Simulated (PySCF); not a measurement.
Al(Cl)(F)(SMe) (CH₃AlClFS), SMILES [F][Al]([Cl])[S]C. Atoms are numbered in the order given.

```xyz
8

Al     0.2839    -0.3915     0.0000
Cl    -0.4562    -2.3366     0.0000
F      1.9270    -0.1456     0.0000
S     -1.0082     1.3259     0.0000
C      0.2375     2.6737     0.0000
H      1.2642     2.2862     0.0000
H      0.0816     3.2891     0.8956
H      0.0816     3.2891    -0.8956
```

Geometry optimised at PBE0-D3(BJ)/def2-SVP. The structure was generated by enumeration; whether it is a known compound was not checked. Other conformers were not sampled.

Two levels are set side by side: PBE/pcSseg-1 (PySCF) and HF/pcSseg-1 (PySCF). GIAO shifts against CFCl3 (¹⁹F), H2S (³³S), HCl (³⁵Cl), TMS (¹H), TMS (¹³C) at the same level; non-relativistic, no solvent, atoms listed together averaged. Without spin–orbit terms, shifts of atoms bonded to Cl or Br come out too high at both levels. Differences are taken from unrounded values.

```json
[
 {"quantity": "δ(³⁵Cl) of Cl2 (ppm)", "HF": "-56.8"},
 {"quantity": "δ(¹⁹F) of F3 (ppm)", "HF": "-137.2"},
 {"quantity": "δ(³³S) of S4 (ppm)", "HF": "-49.6"},
 {"quantity": "δ(¹³C) of C5 (ppm)", "HF": "10.8"},
 {"quantity": "δ(¹H) of H6, H7, H8 (ppm)", "HF": "2.48"}
]
```

**Question.** What does PBE give, and how far is it from HF? (The exact figures need the calculation; the answer reports its results.)

**Answer.** 
```tsv
quantity	PBE	PBE minus HF
δ(³⁵Cl) of Cl2 (ppm)	4.4	61.2
δ(¹⁹F) of F3 (ppm)	-175.6	-38.4
δ(³³S) of S4 (ppm)	41.0	90.6
δ(¹³C) of C5 (ppm)	13.9	3.1
δ(¹H) of H6, H7, H8 (ppm)	2.51	0.04
```

Rough cost on one machine, each run with all the roots and properties that it gave: HF against PBE within a factor of 2.
